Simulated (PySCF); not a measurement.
Exercise with solution: oscillator strength and radiative lifetime

C₄H₇FSi, SMILES F[C@]1([SiH3])C=CC1.

Coordinates come from a PBE0-D3(BJ)/def2-SVP optimisation. The structure was generated by enumeration; whether it is a known compound was not checked.

TDA-B3LYP/def2-SVPD run with PySCF puts the first singlet state with f over 0.02 at 6.11 eV (vertical), with the transition dipole (-0.667, -0.104, -0.111) in atomic units.

Problem. Find the oscillator strength, the wavelength and the radiative lifetime that this transition would have in vacuum if emission retraced absorption.

Solution. 
|μ|² = 0.4680 au, so |μ| = 1.74 D. ΔE = 6.11/27.211 = 0.2245 hartree. f = (2/3) ΔE |μ|² = 0.070 (the program prints 0.070).
λ = 1239.84/6.11 = 203 nm; ν = 49280 cm⁻¹.
Einstein's coefficient A = 0.6670 ν² f s⁻¹ (ν in cm⁻¹) = 1.1e8 s⁻¹, so τ = 1/A = 8.8 ns. This state is S1. The figure is the radiative limit of this one transition; relaxation, internal conversion, crossing to triplets and a medium change what is measured.
